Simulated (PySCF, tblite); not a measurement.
Isomers of C4H12O2Si3. Calculated harmonic vibrations of the isolated species, GFN2-xTB (tblite), most abundant isotopes, no scaling. The method is semi-empirical: single wavenumbers can be off by several per cent or more. Modes of hydrogen on silicon can be 10 to 20 % off. One conformer each.

Electronic energies: PBE0/pcSseg-1 single points on the GFN2-xTB geometries (PySCF, gas phase).

```csv
SMILES,"electronic energy, lowest = 0 (kJ/mol)"
C[C@@H]([SiH3])O[Si@H](O)C#C[SiH3],263.7
[SiH3]O[Si@@H]1O[SiH2][C@@H]1C1CC1,0.0
CC(=O)[SiH2]C([SiH3])([SiH3])C=O,380.8
C=C([SiH2]C([SiH3])[SiH3])C(=O)O,287.0
```

**Question.** How do GFN2-xTB zero-point energies change the relative energies?

**Answer.** 
```csv
SMILES,ZPE (kJ/mol),of it from modes above 1550 cm⁻¹,electronic (kJ/mol),"with ZPE, lowest = 0 (kJ/mol)",lowest mode (cm⁻¹),rings
[SiH3]O[Si@@H]1O[SiH2][C@@H]1C1CC1,384.5,192.3,0.0,0.0,35,2
C[C@@H]([SiH3])O[Si@H](O)C#C[SiH3],362.6,201.4,263.7,241.8,11i,0
C=C([SiH2]C([SiH3])[SiH3])C(=O)O,358.0,202.3,287.0,260.5,16,0
CC(=O)[SiH2]C([SiH3])([SiH3])C=O,360.3,198.8,380.8,356.6,58,0
```

The zero-point energies span 26.5 kJ/mol, from `C=C([SiH2]C([SiH3])[SiH3])C(=O)O` to `[SiH3]O[Si@@H]1O[SiH2][C@@H]1C1CC1`. Slightly imaginary modes are left out of the zero-point energy: `C[C@@H]([SiH3])O[Si@H](O)C#C[SiH3]` 10.6i cm⁻¹. The order is unchanged.

**Question.** And how do the electronic energies of GFN2-xTB itself compare?

**Answer.** `[SiH3]O[Si@@H]1O[SiH2][C@@H]1C1CC1` 0.0; `C[C@@H]([SiH3])O[Si@H](O)C#C[SiH3]` 337.2; `C=C([SiH2]C([SiH3])[SiH3])C(=O)O` 509.2; `CC(=O)[SiH2]C([SiH3])([SiH3])C=O` 526.7 kJ/mol, lowest = 0. Against the energies above, taken from the same isomer `[SiH3]O[Si@@H]1O[SiH2][C@@H]1C1CC1`, the largest difference is 222.2 kJ/mol.
